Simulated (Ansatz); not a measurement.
Na6P⁻. The state is a singlet with charge -1. Geometry PBE-D4/def2-SVPD.

```xyz
7

P    -0.4188   -0.5403   -0.2968
Na   -0.1041    2.1360   -0.1986
Na   -0.4507   -3.2008   -0.5910
Na   -2.7513   -0.6583   -1.5902
Na   -1.8075   -0.9985    1.9300
Na    2.1872   -0.1200    0.2375
Na    3.3452    3.3819    0.5091
```

The restricted singlet is unstable towards broken spin symmetry at other levels; at PBE-D4/def2-TZVPD, r2SCAN-D4/def2-TZVPD, r2SCANh-D4/def2-TZVPD, PBE0-D4/def2-TZVPD and others this wasn't settled. At PBE-D4/def2-TZVPD, r2SCAN-D4/def2-TZVPD, r2SCANh-D4/def2-TZVPD the highest occupied level of the charge -1 singlet lies above zero (up to 0.17 eV). The electron is either unbound and held by the finite basis, or the level is raised by self-interaction error. The geometry of the singlet was relaxed on an unsound state (restricted singlet, unstable towards broken spin symmetry at other levels and untested here). The structure comes from a short search, and lower isomers may exist.

(1) Estimate the orbital energies around the gap (eV) in Ansatz with PBE-D4/def2-TZVPD, r2SCAN-D4/def2-TZVPD, r2SCANh-D4/def2-TZVPD, PBE0-D4/def2-TZVPD, BHLYP-D4/def2-TZVPD.

Results:

(1) 
| orbital | PBE-D4/def2-TZVPD | r2SCAN-D4/def2-TZVPD | r2SCANh-D4/def2-TZVPD | PBE0-D4/def2-TZVPD | BHLYP-D4/def2-TZVPD |
| --- | --- | --- | --- | --- | --- |
| HOMO−5 | -8.44 | -8.90 | -9.49 | -10.09 | -11.61 |
| HOMO−4 | -1.60 | -1.72 | -2.02 | -2.40 | -3.04 |
| HOMO−3 | -1.35 | -1.48 | -1.75 | -2.07 | -2.61 |
| HOMO−2 | -1.07 | -1.19 | -1.46 | -1.77 | -2.31 |
| HOMO−1 | -0.48 | -0.54 | -0.72 | -0.97 | -1.30 |
| HOMO | 0.17 | 0.15 | 0.03 | -0.14 | -0.29 |
| LUMO | 0.75 | 0.79 | 0.91 | 1.06 | 1.44 |
| LUMO+1 | 0.78 | 0.86 | 0.98 | 1.13 | 1.49 |
| LUMO+2 | 0.79 | 0.89 | 1.02 | 1.15 | 1.58 |
| LUMO+3 | 0.98 | 1.08 | 1.18 | 1.29 | 1.64 |
| LUMO+4 | 1.23 | 1.32 | 1.43 | 1.50 | 1.81 |
| LUMO+5 | 1.28 | 1.36 | 1.47 | 1.56 | 1.90 |
